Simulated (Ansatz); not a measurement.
`[F][AlH][GeH3]` and `[F][Al]([Cl])[GeH3]` differ in one atom or group.

Ansatz, PBE0-D4/def2-TZVP geometries, multiplicity 1. 

Scalar relativity is left out up to krypton.

```tsv
property	`[F][AlH][GeH3]`
LUMO energy (PBE/def2-TZVPP) / eV	-2.48
HOMO energy (ωB97M-V/def2-TZVPP) / eV	-9.87
HOMO energy (B3LYP/def2-TZVPP) / eV	-7.67
size of the dipole moment (ωB97M-V/def2-TZVPP) / D	1.17
HOMO energy (PBE0/def2-TZVPP) / eV	-7.86
size of the dipole moment (PBE/def2-TZVPP) / D	1.16
```

What does the change do to each property? (Best estimate.)

Ansatz gave: 
```
                                          property  `[F][Al]([Cl])[GeH3]`  shift
                 LUMO energy (PBE/def2-TZVPP) / eV                  -2.30   0.18
             HOMO energy (ωB97M-V/def2-TZVPP) / eV                 -10.44  -0.57
               HOMO energy (B3LYP/def2-TZVPP) / eV                  -8.23  -0.56
size of the dipole moment (ωB97M-V/def2-TZVPP) / D                   1.49   0.32
                HOMO energy (PBE0/def2-TZVPP) / eV                  -8.44  -0.58
    size of the dipole moment (PBE/def2-TZVPP) / D                   1.52   0.36
```

With PBE0 the HOMO falls by 0.58 eV and the LUMO rises by 0.16 eV, so the gap widens by about 0.74 eV. PBE moves the HOMO by -0.56 eV and ωB97M-V by -0.57 eV. Dipoles are sizes alone; their direction can turn.

B3LYP here is the variant with VWN-RPA as its local correlation; programs differ in this.
